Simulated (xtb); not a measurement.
HCl3OTi, charge +1, doublet, from a rough starting geometry (GFN-xTB shapes and energies of metal compounds can be far from the true ones) (the multiplicity is a formal guess); GFN2-xTB in xtb.

xtb was given this input:
```
$ xtb mol.xyz --gfn 2 --chrg 1 --uhf 1 --opt vtight --json

# file mol.xyz
6

Ti     0.26943029    -0.12114104    -0.03482485
Cl     1.89228563     1.10784053    -0.67179642
Cl     0.92215906    -0.94226488     1.84110888
Cl     0.33911024    -1.81780371    -1.34038620
O     -1.24290398     0.71493199     0.04353871
H     -2.09070557     1.01072674     0.14819473
```

Task: Predict the main parts of the log of this xtb run.

Result: 
```
   ID    Z sym.   atoms
    1   22 Ti     1
    2   17 Cl     2-4
    3    8 O      5
    4    1 H      6

           -------------------------------------------------
          |                Calculation Setup                |
           -------------------------------------------------

           -------------------------------------------------
          |                 G F N 2 - x T B                 |
           -------------------------------------------------

          ...................................................
          :                      SETUP                      :
          :.................................................:
          :  # basis functions                  45          :
          :  # atomic orbitals                  41          :
          :  # shells                           15          :
          :  # electrons                        31          :
          :  max. iterations                   250          :
          :  Hamiltonian                  GFN2-xTB          :
          :  restarted?                      false          :
          :  GBSA solvation                  false          :
          :  PC potential                    false          :
          :  electronic temp.          300.0000000     K    :
          :  accuracy                    1.0000000          :
          :  -> integral cutoff          0.2500000E+02      :
          :  -> integral neglect         0.1000000E-07      :
          :  -> SCF convergence          0.1000000E-05 Eh   :
          :  -> wf. convergence          0.1000000E-03 e    :
          :  Broyden damping             0.4000000          :
          :  net charge                          1          :
          :  unpaired electrons                  1          :
          ...................................................

 iter      E             dE          RMSdq      gap      omega  full diag
   1    -19.4932760 -0.194933E+02  0.599E+00    2.37       0.0  T
   2    -19.5731369 -0.798609E-01  0.461E+00    4.09       1.0  T
   3    -19.5826110 -0.947408E-02  0.294E+00    3.59       1.0  T
   4    -19.5249111  0.576998E-01  0.453E+00    3.12       1.0  T
   5    -19.5763761 -0.514649E-01  0.216E+00    3.23       1.0  T
   6    -19.5803855 -0.400946E-02  0.174E+00    3.26       1.0  T
   7    -19.5897976 -0.941212E-02  0.966E-01    3.28       1.0  T
   8    -19.5902056 -0.407952E-03  0.799E-01    3.29       1.0  T
[...]
 * total energy  :   -19.5239073 Eh     change       -0.9332943E-09 Eh
 * total energy  :   -19.5295399 Eh     change       -0.5632674E-02 Eh
 * total energy  :   -19.5308303 Eh     change       -0.1290328E-02 Eh
 * total energy  :   -19.5309700 Eh     change       -0.1397306E-03 Eh
 * total energy  :   -19.5310405 Eh     change       -0.7049895E-04 Eh
 * total energy  :   -19.5311242 Eh     change       -0.8369909E-04 Eh
 * total energy  :   -19.5311841 Eh     change       -0.5989575E-04 Eh
 * total energy  :   -19.5312254 Eh     change       -0.4134800E-04 Eh
 * total energy  :   -19.5312358 Eh     change       -0.1032843E-04 Eh
 * total energy  :   -19.5312400 Eh     change       -0.4267066E-05 Eh
 * total energy  :   -19.5312406 Eh     change       -0.5459086E-06 Eh
 * total energy  :   -19.5312406 Eh     change       -0.3110731E-07 Eh
   *** GEOMETRY OPTIMIZATION CONVERGED AFTER 12 ITERATIONS ***
         :: total energy             -19.531240610759 Eh    ::
[...]
             Fermi-level           -0.6023880 Eh          -16.3918 eV

     #   Z          covCN         q      C6AA      α(0)
     1  22 Ti       3.008     0.964   103.635    24.859
     2  17 Cl       0.765     0.041    97.813    15.129
     3  17 Cl       0.765     0.041    97.813    15.129
     4  17 Cl       0.765     0.041    97.813    15.129
     5   8 O        1.532    -0.481    22.588     6.411
     6   1 H        0.807     0.396     0.492     1.102

 Mol. C6AA /au·bohr⁶  :       1964.890727
 Mol. C8AA /au·bohr⁸  :     100856.339063
 Mol. α(0) /au        :         77.757537

Wiberg/Mayer (AO) data.
largest (>0.10) Wiberg bond orders for each atom

 ---------------------------------------------------------------------------
     #   Z sym  total        # sym  WBO       # sym  WBO       # sym  WBO
 ---------------------------------------------------------------------------
     1  22 Ti   4.706 --     5 O    1.371     3 Cl   1.097     2 Cl   1.097
                             4 Cl   1.097
     2  17 Cl   1.410 --     1 Ti   1.097     4 Cl   0.133     3 Cl   0.133
     3  17 Cl   1.410 --     1 Ti   1.097     4 Cl   0.133     2 Cl   0.133
     4  17 Cl   1.410 --     1 Ti   1.097     2 Cl   0.133     3 Cl   0.133
     5   8 O    2.307 --     1 Ti   1.371     6 H    0.795
     6   1 H    0.843 --     5 O    0.795
 ---------------------------------------------------------------------------

Topologies differ in total number of bonds
Writing topology from bond orders to xtbtopo.mol

molecular dipole:
                 x           y           z       tot (Debye)
 q only:        0.191      -0.099      -0.013
   full:        0.094      -0.049      -0.008       0.269
molecular quadrupole (traceless):
                xx          xy          yy          xz          yz          zz
 q only:        3.136      -2.797      -0.855      -0.286       0.147      -2.280
  q+dip:        3.561      -3.176      -0.971      -0.324       0.167      -2.590
   full:        3.121      -2.783      -0.851      -0.284       0.146      -2.269

optimized geometry written to: xtbopt.xyz

           -------------------------------------------------
          | TOTAL ENERGY              -19.531240610759 Eh   |
          | GRADIENT NORM               0.000095491747 Eh/α |
          | HOMO-LUMO GAP               3.341643748513 eV   |
           -------------------------------------------------

normal termination of xtb
```
